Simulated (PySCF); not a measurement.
**Nb⁺ (niobium, charge +1) across methods**

[Kr] 4d3 5s1, high-spin 5F determinant (an excited configuration). Calculation: PySCF 2.14, in aug-cc-pVTZ-DK (9s8p6d3f2g, 102 functions); the spin-free X2C one-electron Hamiltonian (Gaussian nucleus).

| method | E (hartree) | mean ε 4p β (eV) | mean ε 4d α (eV) | mean ε 5s α (eV) | Σ⟨r²⟩ (bohr²) | ⟨S²⟩ |
| --- | --- | --- | --- | --- | --- | --- |
| PBE0 | -3818.67 | -44.692 | -13.849 | -11.716 | 43.93 | 6.002 |
| MN15 | -3821.52 | -45.728 | -14.407 | -12.082 | 43.88 | 6.001 |
| UHF | -3816.90965 | -50.200 | -17.478 | -13.180 | 44.48 | 6.006 |
| r2SCAN | -3818.98 | -43.210 | -12.853 | -11.274 | 43.83 | 6.003 |
| LDA | -3814.36 | -42.722 | -12.419 | -11.356 | 43.99 | 6.000 |
| revPBE | -3818.81 | -42.416 | -12.434 | -11.021 | 44.04 | 6.001 |
| PBE | -3818.59 | -42.450 | -12.444 | -11.095 | 44.05 | 6.001 |
| CAM-B3LYP | -3819.19 | -46.167 | -15.022 | -12.710 | 43.97 | 6.001 |
